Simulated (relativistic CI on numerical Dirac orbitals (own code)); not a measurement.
Calculated at this level of theory: Dirac-Coulomb-Breit CI, KLI orbitals optimised for each configuration, QED by a radiative potential, unscaled Slater integrals (own radial code, finite nucleus).

The strongest absorption lines from the ground level of an ion, among the configurations computed and to levels below about 2200 eV (vacuum wavelength in nm, gf): 0.57807 (0.13), 1.9077 (0.028), 1.9904 (1.4), 2.0033 (0.38), 2.1515 (0.39), 3.2560 (0.39), 3.3150 (1.1), 3.3876 (0.56).

Q: Which ion is it?
A. Er49+
B. Ta52+
C. Pt59+
D. Ta54+

A: D. Ta54+ has 19 electrons and the ground level 3s2 3p6 3d 2D_3/2; the strongest line goes to 3s2 3p5 3d2 2D°_3/2. The pattern of lines fixes the number of electrons, and along that sequence the line energies rise steadily with the charge (about as its square where n changes within one kind of shell, about linearly where n is kept but much faster in heavy ions where fine structure, which grows about as Z⁴, sets the gap, and irregularly where shells cross), which fixes Z. Configurations outside the model, such as inner-shell arrays, can give stronger lines. At this charge energies of transitions that change n are usually good to better than 1 %, and those within a shell (Δn = 0) to a few per cent.

LS names give the leading component of a level, which can be under half, so a name can repeat, a term be missing and a line seem to break the LS rules.
